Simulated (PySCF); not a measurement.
**Rubidium: highly charged ions in a basis for the neutral atom**

Rb¹⁰⁺ [Ar] 3d9, Rb¹¹⁺ [Ar] 3d8. All numbers are calculated (PySCF 2.14, the spin-free X2C one-electron Hamiltonian (Gaussian nucleus), in aug-cc-pVDZ-X2C). No spin-orbit coupling, so a gap to NIST mixes the basis error with missing relativistic terms.

Changed run: basis of the neutral atom used for a highly charged ion. This setting is unsound on purpose.

| species | method | sound run (hartree) | changed run (hartree) | converged |
| --- | --- | --- | --- | --- |
| Rb¹⁰⁺ | UHF | not run | -2944.84646 | yes |
| Rb¹⁰⁺ | PBE0 | not run | -2945.99016 | yes |
| Rb¹⁰⁺ | B3LYP | not run | -2946.27138 | yes |
| Rb¹¹⁺ | UHF | not run | -2932.85602 | yes |
| Rb¹¹⁺ | PBE0 | not run | -2933.94132 | yes |
| Rb¹¹⁺ | B3LYP | not run | -2934.22174 | yes |

Ionisation energy of Rb¹⁰⁺:

```json
{"method": "UHF", "changed run (eV)": "326.28", "NIST (eV)": "313.1 ± 2.4"}
{"method": "PBE0", "changed run (eV)": "327.87", "NIST (eV)": "313.1 ± 2.4"}
{"method": "B3LYP", "changed run (eV)": "327.89", "NIST (eV)": "313.1 ± 2.4"}
```

The contracted functions were made for the neutral atom and can be too rigid for a highly charged ion.
